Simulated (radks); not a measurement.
Problem. Species: a nucleus of charge 56.9 with 55 electrons. Configuration: [Xe] 5d1. All-electron calculation, scalar-relativistic Kohn-Sham, LDA (Slater exchange, Perdew-Wang correlation), spin-polarised, spherical densities, finite nucleus; open shells are filled with parallel spins first (spin-orbit coupling, left out, can overturn this in heavy ions); Fermi nuclear charge, rms radius 4.855 fm. Program: a radial shooting solver on a logarithmic mesh with Libxc functionals. Some entries of the table are withheld. Estimate them.

| orbital | occ. | eigenvalue (hartree) | <1/r> (bohr^-1) | <r> (bohr) |
|---|---|---|---|---|
| 1s down | 1 | -1417.393 | 61.82 | 0.02514 |
| 1s up | 1 | -1417.393 | 61.82 | 0.02514 |
| 2s up | 1 | -225.8891 | 14.23 | 0.1078 |
| 2s down | 1 | -225.8879 | 14.23 | 0.1078 |
| 2p up | 3 | -202.6318 | 13.52 | 0.09447 |
| 2p down | 3 | -202.6309 | 13.52 | 0.09447 |
| 3s up | 1 | -48.57961 | 5.150 | 0.2863 |
| 3s down | 1 | -48.57889 | 5.150 | 0.2863 |
| 3p up | 3 | -41.14708 | 4.884 | 0.2842 |
| 3p down | 3 | -41.14632 | 4.884 | 0.2842 |
| 3d up | 5 | -30.42211 | 4.634 | 0.2608 |
| 3d down | 5 | -30.42110 | 4.634 | 0.2608 |
| 4s up | 1 | -10.11857 | 2.146 | 0.6565 |
| 4s down | 1 | -10.11675 | 2.146 | 0.6565 |
| 4p up | 3 | -7.70063 | 1.979 | 0.6957 |
| 4p down | 3 | -7.69886 | 1.979 | 0.6957 |
| 4d up | 5 | -4.19846 | 1.718 | 0.7712 |
| 4d down | 5 | -4.19645 | 1.718 | 0.7710 |
| 5s up | 1 | -1.85285 | 0.8495 | 1.561 |
| 5s down | 1 | -1.84086 | 0.8524 | 1.556 |
| 5p up | 3 | -1.24807 | 0.7257 | (1) |
| 5p down | 3 | -1.23237 | 0.7292 | (2) |
| 5d up | 1 | -0.51979 | 0.4886 | 2.625 |
| 5d down | 0 | -0.49855 | 0.4895 | 2.629 |

Solution. 
(1) 5p up <r> (bohr): 1.804
(2) 5p down <r> (bohr): 1.796
